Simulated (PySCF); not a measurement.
## TeC: from constants to spectrum

RHF-CCSD(T) constants of TeC, ¹Σ⁺ (singlet), closed shell (Te cc-pVDZ-PP with ECP28, C cc-pVDZ; scalar-relativistic core potentials (PySCF 2.14); masses 129.9062 and 12.0000 u):

| Item | Value |
| --- | --- |
| ωe | 824.2 cm⁻¹ |
| ωexe | 4.17 cm⁻¹ |
| Be | 0.41272 cm⁻¹ |
| αe | 0.00269 cm⁻¹ |
| D (centrifugal) | 4.14e-07 cm⁻¹ |
| De to Te + C | 4.34 eV |

(1) Give the band origin of the fundamental and the first lines of its P and R branches.

(2) Near which J would the R branch turn back, without centrifugal distortion?

Correlated steps freeze 5 core orbitals. Correlated levels converge slowly with the basis: in double zeta they bind strong bonds too weakly, by up to about 1 eV, and carry superposition errors of some tenths. These are scalar-relativistic numbers at best; spin–orbit coupling would shift them, the dissociation energy most. Where the molecule has an RHF reference, its open-shell atoms are computed with UHF. The CCSD T1 diagnostic is raised, a sign that a single reference may not be enough here.

## Answers

(1) ν0 = ωe − 2ωexe = 815.9 cm⁻¹, B0 = 0.41137, B1 = 0.40868 cm⁻¹.

```json
{"J″": "0", "P(J″) − ν0": "", "R(J″) − ν0": "0.817"}
{"J″": "1", "P(J″) − ν0": "-0.823", "R(J″) − ν0": "1.629"}
{"J″": "2", "P(J″) − ν0": "-1.651", "R(J″) − ν0": "2.436"}
{"J″": "3", "P(J″) − ν0": "-2.484", "R(J″) − ν0": "3.237"}
{"J″": "4", "P(J″) − ν0": "-3.323", "R(J″) − ν0": "4.033"}
{"J″": "5", "P(J″) − ν0": "-4.167", "R(J″) − ν0": "4.823"}
{"J″": "6", "P(J″) − ν0": "-5.017", "R(J″) − ν0": "5.608"}
```

(2) At J ≈ (B0 + B1)/(2(B0 − B1)) − 1 ≈ 150.
